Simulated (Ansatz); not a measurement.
`C=C[SiH](F)C=C`. Total charge 0; spin multiplicity 1. The structure was optimised at the PBE0-D4/def2-TZVP level. It is one conformer, not always the lowest.

```xyz
13

C     0.644   -1.342    1.782
C     0.236   -1.227    0.520
Si   -1.099   -0.043    0.033
F    -2.309   -0.835   -0.664
C    -0.489    1.220   -1.175
C     0.804    1.414   -1.424
H     1.439   -2.021    2.078
H     0.195   -0.756    2.580
H     0.719   -1.841   -0.239
H    -1.652    0.588    1.260
H    -1.214    1.848   -1.693
H     1.573    0.822   -0.936
H     1.154    2.172   -2.120
```

Question: What is the dipole moment at r2SCAN/def2-TZVPP? (Best estimate.)

Answer: Computed: 2.03 D, with components (1.91, 0.57, 0.38) D in this frame, pointing from negative to positive charge.

Question: And with PBE, B3LYP, ωB97M-V? (Best estimate.)

Answer: Ansatz gave: PBE 1.96 D, B3LYP 2.05 D, ωB97M-V 2.05 D.

Question: Give the Mulliken charges with r2SCAN, B3LYP, ωB97M-V in def2-TZVPP. (An estimate is asked.)

Answer: The calculation gave: 
```csv
atom,r2SCAN,B3LYP,ωB97M-V
C1,-0.12,-0.19,-0.16
C2,-0.25,-0.24,-0.30
Si3,0.71,0.68,0.66
F4,-0.34,-0.34,-0.32
C5,-0.23,-0.23,-0.26
C6,-0.13,-0.19,-0.18
H7,0.08,0.11,0.11
H8,0.08,0.10,0.10
H9,0.08,0.10,0.11
H10,-0.12,-0.12,-0.07
H11,0.07,0.09,0.10
H12,0.08,0.10,0.10
H13,0.08,0.11,0.11
```

B3LYP here is the variant with VWN-RPA as its local correlation; programs differ in this.
